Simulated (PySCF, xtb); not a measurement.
C₂H₇N₂, SMILES N[CH]CN, multiplicity 2. Other conformers were not sampled.

Harmonic wavenumbers (cm⁻¹) from GFN2-xTB (xtb) at its own minimum, in rising order: 66, 167, 261, 321, 360, 484, 777, 876, 946, 964, 1025, 1076, 1180, 1237, 1273, 1331, 1398, 1469, 1492, 1559, 2853, 2896, 3131, 3363, 3378, 3398, 3444.

### Question
What does B3LYP-D3(BJ)/def2-SVP (PySCF) give at its own minimum? (The exact figures need the calculation; the answer reports its results.)

### Answer
193, 301, 314, 404, 520, 660, 740, 837, 914, 965, 1053, 1146, 1151, 1271, 1330, 1392, 1450, 1467, 1592, 1619, 2911, 2969, 3169, 3482, 3502, 3567, 3620. Paired by order, the mean absolute difference is 77 cm⁻¹ and the zero-point energies are 58.2 and 60.8 kcal/mol.
